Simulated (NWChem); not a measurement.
Molecule: SiH2ClF; SMILES F[SiH2]Cl

```xyz
5

Si    -0.5293     0.5434     0.0000
F      0.6890     1.5892     0.0000
Cl     0.2263    -1.3743     0.0000
H     -1.3191     0.7262    -1.2351
H     -1.3191     0.7262     1.2351
```
Atoms are numbered in this order, from 1.

Results from NWChem. Pople sets run with spherical d functions. Geometry: optimised at B3LYP/6-31G* (spherical d). Ions are spin-unrestricted doublets at the neutral geometry; other ion states weren't tried. Functional: LC-ωPBE (HJS hole) with 6-31G*; rows give the range parameter ω in 1/bohr.

For range parameter (1/bohr) 0.25:

```
Item                                   Value
-------------------------------------  -----
vertical ionisation energy, ΔSCF (eV)  11.71
−ε(HOMO) (eV)                          10.93
```

Task: Estimate the same quantities for range parameter (1/bohr) 0.35.

Result: 
| Property | Result |
|---|---|
| vertical ionisation energy, ΔSCF (eV) | 12.01 |
| −ε(HOMO) (eV) | 11.70 |
